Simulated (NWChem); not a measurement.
All runs are NWChem calculations. System: H$_{3}$Si$_{2}$, charge 0, spin multiplicity 2, at a geometry optimised with UPBE0/def2-SVP. The structure started from a generated list of species. Its SCF solution wasn't tested for a lower state. Level: ULC-wPBE (omega 0.3 per bohr)/6-311G** (spherical d).

The NWChem input:

```
start mol
memory heap 200 mb stack 900 mb global 1100 mb
geometry units angstroms nocenter noautoz noautosym
  Si    -0.540541    -1.109861     0.030419
  Si     0.381591     0.975841    -0.032994
  H      0.849532    -1.705489    -0.215605
  H      1.804340     1.346504     0.263560
  H     -0.428558     2.235258    -0.011903
end
basis spherical
  * library 6-311g**
end
dft
  xc xwpbe 1.00 cpbe96 1.0 hfexch 1.00
  cam 0.3 cam_alpha 0.00 cam_beta 1.00
  odft
  mult 2
  direct
  iterations 100
end
task dft energy
```

NWChem printed:

```
             Northwest Computational Chemistry Package (NWChem) 7.3.0
             --------------------------------------------------------

                                NWChem Input Module
                                -------------------

 Scaling coordinates for geometry "geometry" by  1.889725989
 (inverse scale =  0.529177249)

                             Geometry "geometry" -> ""
                             -------------------------

 Output coordinates in angstroms (scale by  1.889725989 to convert to a.u.)

  No.       Tag          Charge          X              Y              Z
 ---- ---------------- ---------- -------------- -------------- --------------
    1 Si                  14.0000    -0.54054100    -1.10986100     0.03041900
    2 Si                  14.0000     0.38159100     0.97584100    -0.03299400
    3 H                    1.0000     0.84953200    -1.70548900    -0.21560500
    4 H                    1.0000     1.80434000     1.34650400     0.26356000
    5 H                    1.0000    -0.42855800     2.23525800    -0.01190300

 Effective nuclear repulsion energy (a.u.)      67.8009874775

            Nuclear Dipole moment (a.u.)
            ----------------------------
        X                 Y               Z
 ---------------- ---------------- ----------------
     0.0000264562    -0.0000132281     0.0000037795


 Summary of "ao basis" -> "" (spherical)
 ------------------------------------------------------------------------------
       Tag                 Description            Shells   Functions and Types
 ---------------- ------------------------------  ------  ---------------------
 *                          6-311g**                  on all atoms

  pbe96 is a nonlocal functional; adding pw91lda local functional.

                                 NWChem DFT Module
                                 -----------------

 Summary of "ao basis" -> "ao basis" (spherical)
 ------------------------------------------------------------------------------
       Tag                 Description            Shells   Functions and Types
 ---------------- ------------------------------  ------  ---------------------
[...]
 Vector   18  Occ=0.000000D+00  E= 7.757977D-02
              MO Center= -1.1D-01, -3.6D-01,  1.5D-03, r^2= 7.2D+00
   Bfn.  Coefficient  Atom+Function         Bfn.  Coefficient  Atom+Function
  ----- ------------  ---------------      ----- ------------  ---------------
    32      1.505946  2 Si s                 20     -1.013780  1 Si py
    61     -0.557670  4 H  s                 55     -0.535451  3 H  s
    46     -0.510291  2 Si py                 6     -0.432042  1 Si s
    17     -0.291205  1 Si py                47      0.253305  2 Si pz
    21     -0.208331  1 Si pz                31      0.194888  2 Si s

   alpha - beta orbital overlaps
   -----------------------------

   alpha      1      2      3      4      5      6      7      8      9     10
    beta      1      2      3      4      5      6      7      8      9     10
 overlap   1.000  1.000  1.000  1.000  0.998  1.000  0.997  0.983  0.994  0.990

   alpha     11     12     13     14     15     16     17     18     19     20
    beta     11     12     13     14     15     16     17     18     19     20
 overlap   0.998  0.999  0.999  0.999  0.973  0.975  0.955  0.988  0.987  0.986

   alpha     21     22     23     24     25     26     27     28     29     30
    beta     21     22     23     24     25     26     27     28     29     30
 overlap   0.992  0.966  0.966  0.930  0.952  0.963  0.984  0.993  0.997  0.998

   alpha     31     32     33     34     35     36     37     38     39     40
    beta     31     32     33     34     35     36     37     38     39     40
 overlap   0.995  0.995  0.995  0.995  0.980  0.969  0.973  0.992  0.976  0.977

   alpha     41     42     43     44     45     46     47     48     49     50
    beta     41     42     43     44     45     46     47     48     49     50
 overlap   0.999  0.998  0.983  0.994  0.908  0.893  0.999  0.999  1.000  1.000

   alpha     51     52     53     54     55     56     57     58     59     60
    beta     51     52     53     54     55     56     57     58     59     60
 overlap   0.999  1.000  1.000  1.000  1.000  1.000  1.000  1.000  1.000  1.000

   alpha     61     62     63     64     65     66     67     68     69     70
    beta     61     62     63     64     65     66     67     68     69     70
 overlap   1.000  1.000  0.994  0.993  0.999  1.000  1.000  1.000  1.000  1.000

     --------------------------
     Expectation value of S2:
     --------------------------
      <S2> =      0.8003 (Exact =     0.7500)

 center of mass
 --------------
 x =  -0.07062620 y =  -0.05954967 z =  -0.00114409

 moments of inertia (a.u.)
 ------------------
         253.588976463298         -96.973550407861           1.834703049954
         -96.973550407861          59.039357766873           4.088813011094
           1.834703049954           4.088813011094         311.390452258117

     Multipole analysis of the density
     ---------------------------------

     L   x y z        total         alpha         beta         nuclear
     -   - - -        -----         -----         ----         -------
     0   0 0 0     -0.000000    -16.000000    -15.000000     31.000000

     1   1 0 0      0.228811      0.028113      0.200672      0.000026
     1   0 1 0      0.298371     -0.216935      0.515319     -0.000013
     1   0 0 1     -0.049433      0.267449     -0.316886      0.000004

     2   2 0 0    -23.319925    -31.295563    -28.771175     36.746813
     2   1 1 0     -0.521520    -25.265914    -23.946750     48.691144
     2   1 0 1      0.386356     -0.051975      0.827475     -0.389144
     2   0 2 0    -22.501895    -85.214073    -81.183657    143.895834
     2   0 1 1     -0.122375     -0.079337      0.769087     -0.812126
     2   0 0 2    -20.399432    -12.940693     -7.973994      0.515254

 Task  times  cpu:       16.9s     wall:       16.9s

 Total times  cpu:       17.0s     wall:       17.0s
```
